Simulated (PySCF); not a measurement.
**Predicted spectroscopic data**

PySCF 2.14 calculation with GIAO PBE0/pcSseg-1 shieldings and geometry: GFN2-xTB; equivalent nuclei averaged, one conformer, no relativistic terms, gas phase.

Shifts are taken against calculated references (same method and geometry level): TMS for $^{1}$H, $^{13}$C. Where no couplings were computed, multiplicities follow the n + 1 count of equivalent neighbours, and m marks all less simple cases (inequivalent or close neighbours, rings, F or P nearby). Shifts are as computed. Against solution values, carbons near 30 ppm lie about +3 ppm off and those near 130 ppm about +5 ppm. Of 1211 compounds with measured shifts, 218 miss one by over three times the rms of a fit or turn the order of signals round; such compounds aren't used in these exercises.

**1.** `CC#Cc1cccnc1`, C$_{8}$H$_{7}$N. $^{1}$H NMR (400 MHz, computed): δ 9.00 (s, 1H), 8.82 (d, 1H), 7.94 (d, 1H), 7.35 (m, 1H), 2.32 (s, 3H). $^{13}$C{$^{1}$H} NMR (computed): δ 159.5 (CH), 153.5 (CH), 145.9 (CH), 127.6 (CH), 124.8 (C), 100.3 (C), 84.5 (C), 5.9 (CH3).

**2.** para-Tolunitrile (SMILES Cc1ccc(C#N)cc1). $^{1}$H NMR (400 MHz, computed): δ 7.89 (d, 2H), 7.58 (d, 2H), 2.57 (s, 3H). $^{13}$C{$^{1}$H} NMR (computed): δ 148.8 (C), 140.0 (CH), 134.8 (CH), 124.7 (C), 114.5 (C), 24.5 (CH3).
